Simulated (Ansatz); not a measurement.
`OB(Cl)C[SiH3]` + H₂S → `OB(S)Cl` + `C[SiH3]`  (ligand exchange at a B–C bond)

Calculated with Ansatz (gas phase, PBE0-D4/def2-TZVP geometries, no zero-point term in ΔE). CCSD(T)/CBS is the MP2 limit (def2-TZVPP, def2-QZVPP) plus CCSD(T) − MP2 in def2-TZVPP, frozen cores. This one scheme is used for every species. DFT in def2-TZVPP. B3LYP here is the variant with VWN-RPA as its local correlation; programs differ in this. HSE06 is defined as in plane-wave codes. One conformer a species, not always the lowest.

`OB(Cl)C[SiH3]`:

```xyz
11

O     1.875    1.185   -0.096
B     0.596    1.072    0.322
Cl    0.171    1.682    1.944
C    -0.473    0.386   -0.562
Si   -0.700   -1.430   -0.113
H     2.455    1.597    0.552
H    -1.452    0.858   -0.445
H    -0.181    0.423   -1.616
H     0.586   -2.161   -0.255
H    -1.173   -1.562    1.289
H    -1.704   -2.050   -1.018
```

H₂S:

```xyz
3

S    -0.377   -0.215   -0.442
H    -0.404    0.860    0.360
H     0.781   -0.645    0.082
```

`OB(S)Cl`:

Cartesian coordinates in Å:
```
O -0.398 0.853 0.655
B 0.312 0.007 -0.120
S -0.399 -1.529 -0.731
Cl 1.984 0.375 -0.571
H 0.097 1.636 0.913
H -1.595 -1.342 -0.146
```

`C[SiH3]`:

Cartesian coordinates in Å:
```
C -0.793 -0.063 -0.585
Si 0.710 0.057 0.523
H -1.100 -1.104 -0.710
H -0.580 0.349 -1.573
H -1.633 0.490 -0.159
H 0.418 -0.509 1.868
H 1.125 1.476 0.695
H 1.854 -0.695 -0.059
```

```
             level  ΔE (kJ/mol)  difference from CCSD(T)/CBS
       LDA (SPW92)        -44.7                         -3.9
            PBE-D4        -46.6                         -5.8
         revPBE-D4        -47.0                         -6.2
           BLYP-D4        -45.0                         -4.2
         r2SCAN-D4        -46.6                         -5.8
            B97M-V        -46.5                         -5.7
          B3LYP-D4        -43.5                         -2.7
        r2SCANh-D4        -45.8                         -5.0
        r2SCAN0-D4        -44.8                         -4.0
          HSE06-D4        -44.6                         -3.8
          BHLYP-D4        -41.6                         -0.8
      CAM-B3LYP-D4        -41.5                         -0.7
           ωB97X-V        -42.2                         -1.4
           ωB97M-V        -40.7                          0.1
            B2PLYP        -45.9                         -5.1
          PBE-QIDH        -44.8                         -4.0
               PBE        -49.2                         -8.4
            revPBE        -51.0                        -10.2
              BLYP        -49.5                         -8.7
              PBE0        -47.0                         -6.2
             B3LYP        -47.4                         -6.6
           r2SCANh        -47.0                         -6.2
             BHLYP        -44.8                         -4.0
         CAM-B3LYP        -44.3                         -3.5
           LC-ωPBE        -44.1                         -3.3
RPA@PBE/def2-TZVPP        -38.7                          2.1
       HF/def2-SVP        -43.8                         -3.0
     CCSD/def2-SVP        -43.4                         -2.6
  CCSD(T)/def2-SVP        -44.0                         -3.2
     HF/def2-TZVPP        -43.1                         -2.3
    MP2/def2-TZVPP        -43.3                         -2.5
SCS-MP2/def2-TZVPP        -42.8                         -2.0
   CCSD/def2-TZVPP        -39.4                          1.4
CCSD(T)/def2-TZVPP        -40.3                          0.5
     HF/def2-QZVPP        -42.4                         -1.6
    MP2/def2-QZVPP        -43.4                         -2.6
SCS-MP2/def2-QZVPP        -42.9                         -2.1
      HF/CBS(def2)        -42.3                         -1.5
     MP2/CBS(def2)        -43.8                         -3.0
    CCSD/CBS(def2)        -39.9                          0.9
       CCSD(T)/CBS        -40.8                            0
```

Largest T1 diagnostic among the species: 0.012.

At CCSD(T), def2-SVP lies −3.2 kJ/mol from the extrapolated value and def2-TZVPP +0.5 kJ/mol. The D4 term adds +3.9 kJ/mol with B3LYP and +2.6 kJ/mol with PBE0; it sums over pairs of atoms, weighted by their polarisabilities, and B3LYP, whose exchange is more repulsive, gets the larger term. From BLYP to BHLYP (50 % exact exchange), in def2-TZVPP and without D4, ΔE moves by +4.7 kJ/mol.
